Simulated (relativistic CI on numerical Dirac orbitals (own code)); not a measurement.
# Cr2+ in a cubic cluster: 3s photoemission with charge transfer

Computed with a charge-transfer multiplet model of a cubic metal-ligand cluster with up to 2 ligand holes, Slater and spin-orbit integrals from Dirac-Coulomb-Breit ions, Slater integrals scaled by 0.8. The ground state mixes d4 with configurations of k ligand holes L, whose averages lie at kΔ + k(k − 1)U_dd/2; a core hole lowers each added d electron by U_cd. 300 K, Lorentzian 1.4 eV and Gaussian 0.8 eV FWHM.

Atomic integrals in eV (Slater integrals scaled, ζ unscaled), ground: F2dd 7.675, F4dd 4.768, zeta_d 0.027; with the core hole: F2dd 8.667, F4dd 5.429, zeta_d 0.034, G2cd 8.892.

Cluster parameters (eV): U_dd = 5.7, U_cd = 6.7, 10Dq = 0.55, 10Dq(ligand) = 0.9, V(eg) = 1.8, V(t2g) = -0.95, final-state hopping factor = 0.9.

Weights, n_d and S are thermal averages at 300 K. Binding energies count from the first peak over 30 % of the highest in each spectrum, which can be another peak from case to case. The parameters are a model scan and need not match a compound or its usual spin state. Peaks in eV (height, largest 100): 0.0 (100), 4.6 (38), 8.0 (42), 9.9 (91), 16.8 (27), 19.9 (6).

(1) Which parameters give this spectrum?
A. Δ = 5.2 eV
B. Δ = 6.2 eV
C. Δ = 3.2 eV

## Answers

(1) C. Δ = 3.2 eV; the ground state then has 4.47 d electrons and S = 2.00. The choice follows from running the model for each set and comparing peak positions and heights. Without intra-shell correlation the exchange splitting of the 3s hole comes out too large.
